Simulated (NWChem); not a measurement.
System: C5H12Si; SMILES C=C[Si](C)(C)C

Results from NWChem. Geometry: optimised at PBE0/def2-SVP. Not confirmed as a minimum by frequencies. Level: PBE0/def2-SVP with SMD, gas-phase geometry; reactions with the solvents are ignored. One conformer.

| SMD term (kcal/mol) | water | ethyl acetate |
|---|---|---|
| distortion of the solute's density | 0.20 | 0.14 |
| polarisation | -2.65 | -2.18 |
| cavity, dispersion and structure | 6.26 | 0.50 |

### Question
Sum the solvation free energies, find the transfer free energy from water to ethyl acetate and the partition coefficient at 298.15 K.

### Answer

1. ΔG(solv, water) = 3.81 kcal/mol and ΔG(solv, ethyl acetate) = -1.54 kcal/mol (1 M gas to 1 M solution).
2. Transfer: -1.54 − (3.81) = -5.35 kcal/mol.
3. log₁₀ K(ethyl acetate/water) = −ΔG/(RT ln 10) = 5.35/1.364 = 3.9, so the model puts more of the solute in ethyl acetate.
4. Of the transfer energy, 0.41 kcal/mol is electrostatic and -5.76 comes from the non-electrostatic term. The two phases are taken as the pure solvents.
